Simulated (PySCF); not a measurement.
Computed shifts of a molecule C2H8FNSi2, HF/pcSseg-1 run with PySCF, GIAO, gas phase, atoms alike by connectivity averaged where their shifts nearly agree, in ppm (number of nuclei): ¹⁵N: 5.2 (1). ²⁹Si: -46.3 (1), -69.6 (1). ¹³C: 192.4 (1), 117.1 (1). ¹⁹F: -57.4 (1). ¹H: 6.09 (1), 4.57 (2), 4.24 (3), 1.30 (1), 0.90 (1). References: ¹⁵N against NH3 (σ = 267.3 ppm); ²⁹Si against TMS (σ = 393.8 ppm); ¹³C against TMS (σ = 192.6 ppm); ¹⁹F against CFCl3 (σ = 238.5 ppm); ¹H against TMS (σ = 31.99 ppm), references at their B3LYP-D3(BJ)/def2-TZVP geometries, non-relativistic. Geometry: TPSSh-D3(BJ)/def2-SVP. The values are those of a single conformer.

### Question
Identify the compound among the candidates.
(A) N[SiH2]/C=C/[SiH2]F
(B) F[Si@@H]1CN[SiH2]C1
(C) N[SiH2]/C(F)=C\[SiH3]
(D) F[SiH2]C/C=N/[SiH3]

### Answer
C, N[SiH2]/C(F)=C\[SiH3]
